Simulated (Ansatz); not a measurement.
Isolated molecules relaxed with PBE0-D4/def2-TZVP in Ansatz; ΔE leaves out vibrations. CCSD(T)/CBS is the MP2 limit (def2-TZVPP, def2-QZVPP) plus CCSD(T) − MP2 in def2-TZVPP, frozen cores. This one scheme is used for every species. Functionals use def2-TZVPP. Triplets are unrestricted, without spin–orbit coupling.

Consider the formal loss of a carbene: `C=C1[SiH2]C1C` → `C=C1C[SiH2]1` + `[CH2]` (triplet).

Question: Is it downhill or uphill in electronic energy at CCSD(T)/CBS, and by how much? (Estimate.)

Answer: Computed: Uphill: ΔE = +104.3 kcal/mol.

Question: What do these levels give: PBE-D4, revPBE-D4, r2SCAN0-D4, CAM-B3LYP-D4, r2SCANh, CAM-B3LYP, LC-ωPBE, CCSD(T)/def2-SVP, HF/def2-TZVPP, HF/CBS(def2), MP2/CBS(def2), CCSD/CBS(def2)? (Estimate.)

Answer: The calculation gave: PBE-D4 105.8, revPBE-D4 103.0, r2SCAN0-D4 97.6, CAM-B3LYP-D4 103.2, r2SCANh 97.6, CAM-B3LYP 101.6, LC-ωPBE 100.8, CCSD(T)/def2-SVP 101.2, HF/def2-TZVPP 68.2, HF/CBS(def2) 68.2, MP2/CBS(def2) 107.8, CCSD/CBS(def2) 101.4 kcal/mol.

Largest T1 diagnostic among the species: 0.012.

Leaving LDA and LC-ωPBE aside and taking each functional with its dispersion term where it has one, the values, not all of them listed here, spread over 8.8 kcal/mol, from r2SCAN0-D4 to ωB97X-V. LDA lies +17.7 kcal/mol from PBE without D4. In def2-TZVPP, CCSD(T) changes the Hartree–Fock value by +33.4 kcal/mol (the triples alone add +2.9 kcal/mol) and MP2 by +36.9 kcal/mol.
